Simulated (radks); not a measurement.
Values are calculated unless marked as measured or tabulated.
Problem. Species: neutral antimony. Configuration: [Kr] 4d10 5s2 5p3. Code: a radial shooting solver on a logarithmic mesh with Libxc functionals. Model: scalar-relativistic Kohn-Sham, LDA (Slater exchange, Perdew-Wang correlation), spin-polarised, spherical densities, point nucleus; open shells are filled with parallel spins first (spin-orbit coupling, left out, can overturn this in heavy ions); hard spherical wall at 12 bohr. Some entries of the table are withheld. Estimate them.

orbital,occ.,eigenvalue (hartree),<r^2> (bohr^2)
1s up,1,-1112.423,0.001096
1s down,1,-1112.421,0.001096
2s up,1,-169.3047,0.01776
2s down,1,-169.3036,0.01776
2p up,3,-152.0824,0.01402
2p down,3,-152.0805,0.01402
3s up,1,-33.16665,0.1253
3s down,1,-33.16446,0.1253
3p up,3,-27.55212,0.1257
3p down,3,-27.54974,0.1257
3d up,5,-18.95868,0.1108
3d down,5,-18.95648,0.1108
4s up,1,-5.45052,0.7079
4s down,1,-5.44575,0.7073
4p up,3,-3.72777,0.8312
4p down,3,-3.72228,0.8293
4d up,5,-1.22982,1.269
4d down,5,-1.21885,1.249
5s up,1,-0.49945,5.611
5s down,1,-0.44195,5.589
5p up,3,-0.20280,9.528
5p down,0,-0.14488,10.44
6s up,0,(1),41.09
6s down,0,(2),44.77
5d up,0,0.04242,38.71
5d down,0,0.06088,46.17
4f up,0,0.12853,60.10
4f down,0,0.13511,62.81

Solution. 
(1) 6s up eigenvalue (hartree): -0.01153
(2) 6s down eigenvalue (hartree): 0.00292
